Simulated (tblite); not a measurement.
Compound: C6H4FOP.
Z-matrix (Å and degrees, GFN2-xTB geometry), rows numbered from 1:
```
O 
C   1  1.2028
C   2  1.4778  1  124.38
C   3  1.3896  2  118.57  1     0.08
P   4  1.7295  3  126.52  2  -179.95
C   5  1.7405  4   99.63  3    -0.05
C   6  1.3778  5  125.81  4     0.08
C   7  1.3840  6  122.47  5    -0.06
F   8  1.3488  3  118.56  2     0.00
H   2  1.1039  1  121.42  3  -179.99
H   4  1.0842  3  115.63  2    -0.00
H   6  1.0825  5  116.51  4  -179.96
H   7  1.0815  6  120.08  5   179.92
```

Computed values, GFN2-xTB/tblite, gas phase, harmonic and unscaled. Against measured fundamentals such values can be off by several per cent, at times by over 20. One conformer, not necessarily the lowest.

Harmonic wavenumbers (cm⁻¹): 88.1, 136.8, 188.6, 192.4, 311.1, 374.6, 388.3, 391.5, 489.9, 582.9, 609.1, 685.7, 758.0, 780.4, 822.6, 846.1, 907.8, 926.5, 950.7, 1097.0, 1164.3, 1205.3, 1228.6, 1345.4, 1380.8, 1396.1, 1500.2, 1543.0, 1748.8, 2815.9, 3042.0, 3053.8, 3074.4.

A = 2036, B = 1267, C = 781.1 MHz; mass 141.998 u (most abundant isotopes); point group Cs, symmetry number 1.

Q: What is the zero-point energy?

A: ½Σν̃ = 18013 cm⁻¹ = 215.49 kJ/mol.

Q: What is S at 500 K and 1 bar for an ideal gas of classical rigid rotors and harmonic oscillators?

A: Translation 181.41, rotation 129.70, vibration 143.27: S = 454.4 J/(mol K).

Q: And Cp and H(500 K) − H(0)?

A: Cp = 186.07 J/(mol K), of which vibrations give 152.81 (their classical limit is 33 R = 274.4); H(500 K) − H(0) = 55.96 kJ/mol without the zero-point energy, 39.34 from vibrations.

Q: How do the functions run with temperature in this model?

A: 
```
 T (K)  S (J/(mol K))  Cp (J/(mol K))  H − H(0) (kJ/mol)  G − H(0) (kJ/mol)  ln q(vib)
   150          302.2            79.3               7.95             -37.38       1.37
   250          351.0           114.7              17.66             -70.10       3.08
298.15          372.6           131.0              23.57             -87.53       3.96
   400          415.6           161.7              38.53            -127.70       5.87
   600          490.1           205.3              75.57            -218.47       9.65
   900          581.2           242.7             143.35            -379.70      14.97
```

q(vib) and H(0) count from the zero-point level.

Q: Blend soft modes into free rotors: weight 1/[1 + (100 cm⁻¹/ν̃)⁴] for the oscillator and the rest for a rotor with moment μB/(μ + B), μ = h/(8π²ν), B = 10⁻⁴⁴ kg m². What vibrational entropy results?

A: 139.06 J/(mol K) in place of 143.27, which changes −T·S at 500 K by +2.10 kJ/mol.

Q: What must be added to the electronic energy to get the Gibbs energy at 500 K and 1 bar?

A: ZPE + [H(500 K) − H(0)] − T·S = 215.49 + 55.96 − 227.19 = 44.26 kJ/mol.

Hindered rotation and anharmonicity are outside this model. Other conformers, if any are populated, would add a mixing term that is left out.
